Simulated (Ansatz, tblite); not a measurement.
Cost and result up the ladder for Ge(SiH3)2H2 (Si₂GeH₈) (11 atoms). Total charge 0; singlet. Geometry: PBE-D4/def2-SVP.

Cartesian coordinates in Å:
```
Ge 0.834 -0.207 -0.497
Si -0.611 1.644 -0.963
H -1.985 1.138 -1.311
H -0.091 2.467 -2.111
H -0.717 2.523 0.256
Si -0.016 -1.489 1.337
H -1.391 -2.003 1.001
H -0.114 -0.618 2.560
H 0.878 -2.660 1.644
H 2.260 0.313 -0.158
H 0.954 -1.109 -1.758
```

Ansatz on 4 threads of Arm Neoverse V2 on a shared host; xTB runs through tblite on one thread. Times are rough, summed over both states, and most runs start from the orbitals of an earlier one. PBE0-D4/def2-TZVP serves as the yardstick here, not as an exact answer. The other state is a doublet.

The xTB rows come from tblite.

Raw xTB energies of ions are shifted by several eV.

| level | functions | vertical IE (eV) | difference from PBE0-D4/def2-TZVP (eV) |
| --- | --- | --- | --- |
| GFN1-xTB | 43 | 13.40 | 3.64 |
| GFN2-xTB | 35 | 12.39 | 2.63 |
| PBE-D4/def2-TZVP | 170 | 9.58 | -0.17 |
| r2SCAN-D4/def2-TZVP | 170 | 9.68 | -0.08 |
| PBE0-D4/def2-TZVP (with forces) | 170 | 9.76 | 0.00 |

Problem. Estimate how long each takes.

Solution. GFN2-xTB 0.008 s; GFN1-xTB 0.011 s; PBE-D4/def2-TZVP 3.7 s; PBE0-D4/def2-TZVP (with forces) 6 s; r2SCAN-D4/def2-TZVP 8.5 s. On shared hardware such times vary by a factor of up to 3.
